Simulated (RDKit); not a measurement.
Input for RDKit: UFF on GeH5P (SMILES [PH2][GeH3]), a point of a torsion scan.

```python
from rdkit import Chem
from rdkit.Chem import AllChem, rdDetermineBonds

blocks = [
'''7

P     1.41623104   -0.39410010    0.51388213
Ge   -0.79063930    0.07406848    0.10474372
H     1.84349832    0.88066614    0.16915588
H     1.63304858   -0.86797210   -0.77339676
H    -1.06901405    1.47347116   -0.36467727
H    -1.40646894   -0.84021625   -0.91279307
H    -1.60552304   -0.09842881    1.35155857
''',
]
mol = None
for b in blocks:
    f = Chem.MolFromXYZBlock(b)
    rdDetermineBonds.DetermineBonds(f, charge=0)
    mol = f if mol is None else Chem.CombineMols(mol, f)
Chem.SanitizeMol(mol)
print(Chem.MolToSmiles(Chem.RemoveHs(mol)))
ff = AllChem.UFFGetMoleculeForceField(mol, vdwThresh=100.0, ignoreInterfragInteractions=False)
e = ff.CalcEnergy()
print(f'UFF energy {e:.6f} kcal/mol')
```

Output:

```
[PH2][GeH3]
UFF energy 4.586500 kcal/mol
```

The run finished.

Cost: roughly 0.010 core-seconds.
